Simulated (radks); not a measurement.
The nuclear charge of the sulfur ion S2+ is varied continuously with 14 electrons held in [Ne] 3s2 3p2. Method: scalar-relativistic Kohn-Sham, PBE, spin-unpolarised, spherical densities, finite nucleus; Fermi nuclear charge, rms radius 3.2611 fm; computed with a radial shooting solver on a logarithmic mesh with Libxc functionals. By the Hellmann-Feynman theorem dE/dZ = E(electron-nucleus)/Z, the electronic potential at the nucleus (averaged over a nucleus of fixed radius). The scalar-relativistic energy here is not variational (the density holds large components alone), so the two differ by a part that grows with Z.

\begin{tabular}{lrrrrr}
Z & E (hartree) & E(electron-nucleus)/Z (hartree) & HOMO & e(HOMO) (eV) & <r> HOMO (bohr) \\ \hline
15 & -341.54432 & -53.9679 & 3p & -14.215 & 2.137 \\
15.1 & -346.96509 & -54.4216 & 3p & -15.434 & 2.092 \\
15.2 & -352.43126 & -54.8752 & 3p & -16.689 & 2.048 \\
15.3 & -357.94282 & -55.3287 & 3p & -17.980 & 2.007 \\
15.4 & -363.49976 & -55.7822 & 3p & -19.305 & 1.968 \\
15.5 & -369.10208 & -56.2355 & 3p & -20.665 & 1.931 \\
15.6 & -374.74977 & -56.6889 & 3p & -22.060 & 1.895 \\
15.7 & -380.44282 & -57.1421 & 3p & -23.489 & 1.861 \\
15.8 & -386.18124 & -57.5954 & 3p & -24.952 & 1.828 \\
15.9 & -391.96501 & -58.0486 & 3p & -26.449 & 1.797 \\
16 & -397.79414 & -58.5017 & 3p & -27.979 & 1.766 \\
16.1 & -403.66863 & -58.9549 & 3p & -29.544 & 1.737 \\
16.2 & -409.58847 & -59.4080 & 3p & -31.142 & 1.709 \\
16.3 & -415.55366 & -59.8611 & 3p & -32.773 & 1.683 \\
16.4 & -421.56421 & -60.3143 & 3p & -34.437 & 1.657 \\
16.5 & -427.62011 & -60.7674 & 3p & -36.135 & 1.631 \\
16.6 & -433.72137 & -61.2205 & 3p & -37.865 & 1.607 \\
16.7 & -439.86799 & -61.6737 & 3p & -39.628 & 1.584 \\
16.8 & -446.05996 & -62.1269 & 3p & -41.424 & 1.561 \\
16.9 & -452.29730 & -62.5801 & 3p & -43.253 & 1.539 \\
17 & -458.58000 & -63.0333 & 3p & -45.114 & 1.518 \\
\end{tabular}

The central difference of E at Z = 16 is -58.518 hartree, to compare with the third column; the second derivative is -4.54 hartree.
